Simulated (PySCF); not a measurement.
# Carbon: a sound run and one with changed settings

Sound run: C²⁺ [He] 2s2, C³⁺ [He] 2s1. Computed with PySCF 2.14 in 6-31G*, with no relativity, point nucleus. The sound run starts from symmetry-adapted Hartree-Fock orbitals and uses a fine grid where one is needed.

Changed run: initial guess 1e, at most 50 SCF cycles, level shift 10.0 hartree.

```json
{"species": "C²⁺", "method": "UHF", "sound run (hartree)": "-36.39726", "changed run (hartree)": "-36.39726", "converged": "no"}
{"species": "C²⁺", "method": "LDA", "sound run (hartree)": "-36.11565", "changed run (hartree)": "-36.11565", "converged": "no"}
{"species": "C²⁺", "method": "M06-L", "sound run (hartree)": "-36.50200", "changed run (hartree)": "-36.50200", "converged": "no"}
{"species": "C³⁺", "method": "UHF", "sound run (hartree)": "-34.71392", "changed run (hartree)": "-34.71392", "converged": "no"}
{"species": "C³⁺", "method": "LDA", "sound run (hartree)": "-34.39039", "changed run (hartree)": "-34.39039", "converged": "no"}
{"species": "C³⁺", "method": "M06-L", "sound run (hartree)": "-34.78345", "changed run (hartree)": "-34.78345", "converged": "no"}
```

A level shift slows the SCF but leaves a converged energy unchanged.
